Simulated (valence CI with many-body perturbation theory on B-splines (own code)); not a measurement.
# Questions on W LXI

Calculated by configuration interaction combined with many-body perturbation theory (CI+MBPT): four valence electrons over a frozen Dirac-Fock core [Ne], a basis of 9 s, 9 p, 8 d, 6 f, 3 g, 1 h functions for each j, with the one-electron correlation potential Σ1 (screened to all orders), the two-electron term Σ2, the three-electron term Σ3, Breit, model QED; selected single and double excitations, second order for the rest, scaled by the run's own slope (own B-spline code, finite nucleus).

The last digits are not significant, and no measured levels were compared; by estimate large intervals hold to a few tenths of a per cent, small ones and those within an open d or f shell to about a per cent.

Levels are named by their leading jj configuration (3d3/2^4 stands for four electrons in 3d with j = 3/2), which in mixed levels can hold well under half, so a name can repeat and another be missing.

Rates and lifetimes use the calculated energies. Strong lines usually hold to 10 to 20 %, long lifetimes can be off by a factor of two.

Problem. What is the ground level?

Solution. (3s^2 3p1/2^2) J=0, composition 69 % 3s2 3p2 3P + 31 % 3s2 3p2 1S.

Problem. Where does the other parity begin?

Solution. At (3s 3p1/2^2 3p3/2) J=2, 4165.7 × 10³ cm⁻¹.

Problem. Name the longest-lived excited levels whose lifetime is computed, and their main decay.

Solution. (3s^2 3p1/2 3p3/2) J=2 at 2880.5 × 10³ cm⁻¹ lives 219 ns, mostly by E2 to (3s^2 3p1/2^2) J=0; (3s^2 3p1/2 3p3/2) J=1 at 2805.3 × 10³ cm⁻¹ lives 3.76 ns, mostly by M1 to (3s^2 3p1/2^2) J=0; (3s^2 3p3/2 3d5/2) J=4 at 8147.4 × 10³ cm⁻¹ lives 2.30 ns, mostly by E1 to (3s 3p1/2^2 3d5/2) J=3.

Problem. What are the static dipole polarisabilities of the lowest levels?

Solution. (3s^2 3p1/2^2) J=0 0.00229 bohr³, of which the core gives 4.45e-05.

Problem. What is the ionisation energy?

Solution. 6586.7 eV; NIST lists 6596 ± 7 eV (semi-empirical).
